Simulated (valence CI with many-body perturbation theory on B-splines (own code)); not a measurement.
# Sensitivity of CI+MBPT for Sn9+

Calculated by relativistic CI+MBPT: five valence electrons over a frozen Dirac-Fock core [Kr], radial functions for each j: 6 s, 6 p, 5 d, 5 f, 1 g, with the one-electron correlation potential Σ1 (screened to all orders), the two-electron term Σ2, the three-electron term Σ3, Breit, model QED; selected single and double excitations, second order for the rest, scaled by the run's own slope (own B-spline code, finite nucleus).

No measured spectrum was set against this ion. As an estimate, terms of the open shell hold to 2 to 4 % of their energy, and close levels can change places. Among the levels kept, up to 470 cm⁻¹ of a level comes from second order outside the variational space, and about a tenth of that is noise between levels of different J, which matters for small intervals. Only levels of the ground parity were solved; by the run's estimate the other parity begins above the list, which can be wrong where configurations are misplaced.

The reference run has the lowest level 4d5 6S_5/2 and an ionisation energy of 184.651 eV. Its largest variational space holds 10060 state functions.

Names give the largest LS component (configuration and term), which can be under half, so a name can repeat, a term be missing and a line seem to break the LS rules; names also repeat where a configuration has a term twice. Letters in brackets count levels of one name in rising energy.

Changed runs:
A. logarithmic knot step 0.27 → 0.2; screening of Σ1 on → off
B. highest l with Σ1, explicit Σ2 and valence Breit (higher l get mean screening factors) 3 → 2
C. three-electron term on → off
D. box radius (bohr) 12.456 → 0.95 (bad on purpose)

Excitation energies of the reference run in cm⁻¹, and shifts in cm⁻¹:

| Level | Reference | A | B | C |
| --- | --- | --- | --- | --- |
| 4d5 4G_5/2 | 33443 | -48 | +701 | +1713 |
| 4d5 4G_7/2 | 36221 | -0.9 | +577 | +1491 |
| 4d5 4G_11/2 | 36905 | +9.2 | +535 | +1420 |
| 4d5 4G_9/2 | 37494 | +17 | +537 | +1408 |
| 4d5 4D_5/2 [a] | 38134 | -13 | +745 | +1793 |
| 4d5 4D_3/2 | 39273 | -26 | +832 | +1938 |
| 4d5 4P_1/2 | 42311 | -6.5 | +876 | +1919 |
| 4d5 4D_7/2 | 44584 | +14 | +670 | +1874 |
| 4d5 4D_5/2 [b] | 48977 | +14 | +912 | +2021 |
| 4d5 4D_1/2 | 49044 | +39 | +832 | +1916 |
| 4d5 4P_3/2 | 50850 | +44 | +920 | +1935 |
| 4d5 2I_11/2 | 52347 | +16 | +779 | +1999 |
| Ionisation energy (eV) | 184.651 | +0.163 | -0.077 | -0.027 |

Run D: It gave no result. The program said: "need at least one array to concatenate".
